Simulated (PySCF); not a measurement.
IS₃, doublet: structure and spectrum

Level of theory: UPBE0 in PySCF with I def2-TZVP with ECP28, S def2-TZVP; scalar-relativistic core potentials, no spin–orbit coupling; density-fitted integrals.

The structure is a higher-order saddle point with 2 imaginary modes (one degenerate set).

```xyz
4
charge 0 multiplicity 2, angstrom
I     0.0000    0.0000   -0.4041
S     2.0702    0.0000    0.5354
S    -1.0351    1.7928    0.5354
S    -1.0351   -1.7928    0.5354
```

| Quantity | Value |
| --- | --- |
| Point group | C3v |
| Bond lengths | I–S 2.273 Å (×3) |
| Bond angles | S–I–S 104.1° (×3) |
| Dipole moment | 1.93 D |
| Zero-point energy (real modes) | 6.9 kJ/mol |
| Highest occupied level (β) | -7.51 eV |
| Atomisation energy without zero-point energy | 447 kJ/mol |
| Principal polarisabilities | 59.8, 157.1, 157.1 bohr³ |
| Spin squared ⟨S²⟩ | 0.772 |
| Principal quadrupole moments (Buckingham, traceless) about the centre of mass | -0.98, -0.98, 1.97 D Å |
| Rotational constants | 0.06643, 0.06643, 0.04101 cm⁻¹ |
| Lowest empty level (β) | -5.65 eV |

Harmonic modes (masses in u: I 126.904, S 31.972):
```
symmetry  ω (cm⁻¹)  IR (km/mol, summed over degenerate members)     type
       e      193i                                            –     bend
      a1       158                                          2.6     bend
       e       288                                         40.8  stretch
      a1       416                                          1.7  stretch
```

In C3v the vibrations span 2e + 2a1.

Charges (e):
```tsv
atom	Mulliken	Löwdin	polar tensor	spin (Mulliken)	Mayer order to I1
I1	0.77	0.46	-1.10	-0.12	–
S2,3,4	-0.26	-0.15	0.37	0.37	1.36
```

Mulliken populations on I1 (electrons outside its core potential): s 3.84, p 9.74, d 10.59, f 0.07.

Only a few start shapes were tried, so a lower isomer may exist. With an element this heavy the missing spin–orbit coupling can shift these numbers.

The final relaxation and frequency run took about 14 core-minutes on a shared host.
